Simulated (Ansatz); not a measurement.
## Pulling the pair apart

The pair of Br⁻ (SMILES [Br-], atom 1) and N2 (SMILES N#N, atoms 2–3), both closed shells, in one local arrangement (a lower one may exist), relaxed at PBE0-D4/def2-TZVPD:

Br1  (0.160, -0.165, -2.523)
N2  (0.298, -0.307, 1.310)
N3  (-0.458, 0.472, 1.213)
(Å)

N2 is shifted rigidly along the line between the mean atom positions of the two fragments (negative: closer). Counterpoise interaction energies in kJ/mol. Program: Ansatz 0.2.0. Basis: def2-TZVPPD. Cores are frozen in the correlated methods. Filled d shells of the heavier atoms are correlated. The def2 sets are not built for correlating such inner shells, so the correlated values are less sure here. B3LYP uses VWN-RPA correlation.

| shift (Å) | HF | PBE0-D4 | B3LYP-D4 |
| --- | --- | --- | --- |
| -0.38 | 4.2 | -5.8 | -5.1 |
| -0.19 | 0.1 | -7.6 | -7.0 |
| 0.00 | -2.0 | -8.1 | -7.5 |
| 0.19 | -3.0 | -7.8 | -7.2 |
| 0.46 | -3.4 | -6.9 | -6.4 |
| 0.96 | -3.0 | -5.1 | -4.6 |
| 1.92 | -1.8 | -2.6 | -2.6 |
| 3.84 | -0.7 | -1.0 | -1.2 |

(1) What does CCSD(T) give at these shifts? (To be estimated.)

The T1 diagnostic stays at or below 0.009.

## Answers

(1) Computed: -3.5, -5.7, -6.5, -6.5, -5.9, -4.4, -2.4, -0.8 kJ/mol. For zero shift, CCSD(T) at an estimated basis limit (MP2 extrapolated from triple and quadruple zeta, plus CCSD(T) − MP2 in triple zeta) gives -7.5 kJ/mol. These are counterpoise interaction energies, counted from the two frozen fragments.

For scale, one of the runs: CCSD(T)/def2-TZVPPD, 131 basis functions, launched by `ansatz run in.yaml --threads 2 --pin off --events-out ev --progress --plain --max-ram 5222MiB`. Hardware: 2 CPU threads of an Arm Neoverse V1, shared host. Wall time about 7.5 s.
